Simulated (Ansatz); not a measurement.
Isolated molecules relaxed with PBE0-D4/def2-TZVP in Ansatz; ΔE leaves out vibrations. CCSD(T)/CBS adds triple-zeta CCSD(T) − MP2 to the extrapolated MP2 energy (def2 sets, frozen cores). This one scheme is used for every species. def2 core potentials past Kr. For In, Se outer-core shells are correlated without core-valence functions, which leaves a few kJ/mol of doubt a bond. Scalar relativity is left out up to krypton. Each species was taken in one conformer, which may not be the lowest.

`C[O][In]([CH3])[Cl]` + H₂Se → `[CH3][In]([Cl])[SeH]` + CH₃OH  (ligand exchange at the In–O bond)

| species | MP2/def2-TZVPP energy (Eh) |
| --- | --- |
| `C[O][In]([CH3])[Cl]` | -804.00386 |
| H₂Se | -2401.29111 |
| `[CH3][In]([Cl])[SeH]` | -3089.80589 |
| CH₃OH | -115.52185 |

Work out ΔE.

ΔE = (-3089.80589) + (-115.52185) − (-804.00386) − (-2401.29111) = -0.03277 Eh = -20.6 kcal/mol. CCSD(T)/CBS gives -19.8 kcal/mol.

Largest T1 diagnostic among the species: 0.014.

From PBE to PBE0 (25 % exact exchange), in def2-TZVPP and without D4, ΔE moves by −2.1 kcal/mol. In def2-TZVPP, CCSD(T) changes the Hartree–Fock value by +3.3 kcal/mol (the triples alone add +0.6 kcal/mol) and MP2 by +2.2 kcal/mol.
